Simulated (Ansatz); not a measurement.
A CCSD(T) single point on `C[O][Ga]([Br])[O][SiH3]`.

```yaml
crystal:
  periodic: [false, false, false]
  atoms:
    - {symbol: C, position_ang: [-0.920565, -1.323608, 1.967612]}
    - {symbol: O, position_ang: [-1.484503, -0.090893, 1.566455]}
    - {symbol: Ga, position_ang: [-0.848759, 0.824714, 0.205087]}
    - {symbol: Br, position_ang: [-1.790784, 2.787079, -0.387934]}
    - {symbol: O, position_ang: [0.534642, 0.164634, -0.672770]}
    - {symbol: Si, position_ang: [1.486697, 0.568301, -1.942718]}
    - {symbol: H, position_ang: [-1.682502, -2.106420, 1.905944]}
    - {symbol: H, position_ang: [-0.065149, -1.626526, 1.354466]}
    - {symbol: H, position_ang: [-0.588794, -1.246795, 3.007388]}
    - {symbol: H, position_ang: [1.967550, -0.682696, -2.582592]}
    - {symbol: H, position_ang: [2.656785, 1.359283, -1.476807]}
    - {symbol: H, position_ang: [0.735394, 1.372927, -2.944130]}
basis:
  gaussian: {orbitals: def2-SVP}
correlation: {method: ccsd_t}
```

```sh
$ ansatz run in.yaml --threads 2 --pin off --events-out ev --progress --plain --backend cuda
```

The program prints (abridged):

```
Functional definition: HF
1496 factors; integrals over basis functions are off by at most 1.2e-3 eV
mean field evaluation 1: about -135373.0902 eV, gradient 4.6e1 eV
mean field evaluation 2: about -135373.1347 eV, gradient 4.6e1 eV
mean field evaluation 4: about -135377.5275 eV, gradient 3.7e0 eV
mean field evaluation 8: about -135377.5770 eV, gradient 2.4e-1 eV
mean field -135377.57725164 eV, -4975.0342017801 hartree, gradient 9.1e-7 eV, S^2 0.000000; 0 other end points of the search recorded, 0 dependent functions left out
26 core orbitals not correlated: weight in the atoms' cores, before any rotation towards them, 1.000 or more for the frozen orbitals, at most 0.000 for the correlated occupied ones
reference -135377.57725164 eV, -4975.0342017801 hartree; 28, 28 occupied and 100, 100 virtual orbitals, 1496 factors
second order -28.45940127 eV of doubles, -0.00000000 eV of singles
cycle   1  -28.31956760 eV  change    1.4e-1 eV  update   1.4e-1
cycle   2  -29.13301945 eV  change   -8.1e-1 eV  update   4.0e-2
cycle   3  -29.31868686 eV  change   -1.9e-1 eV  update   2.2e-2
cycle   4  -29.30021839 eV  change    1.8e-2 eV  update   5.3e-3
cycle   5  -29.29754661 eV  change    2.7e-3 eV  update   2.7e-3
cycle   6  -29.29892063 eV  change   -1.4e-3 eV  update   8.6e-4
cycle   7  -29.29852693 eV  change    3.9e-4 eV  update   3.6e-4
cycle   8  -29.29840912 eV  change    1.2e-4 eV  update   9.7e-5
cycle   9  -29.29845676 eV  change   -4.8e-5 eV  update   3.8e-5
perturbative correction -0.76649792 eV, -0.0281682791 hartree
Total energy: -135407.64220632 eV, -4976.1390684859 hartree
```

Hardware: 2 threads of an AMD EPYC 7R13 on a shared host and a share of an NVIDIA H100 80 GB. Wall time 5 s, peak host memory 0.79 GiB.

The correlation energy is -30.065 eV, 2.5 % of it from (T); the T1 diagnostic reads 0.0123.
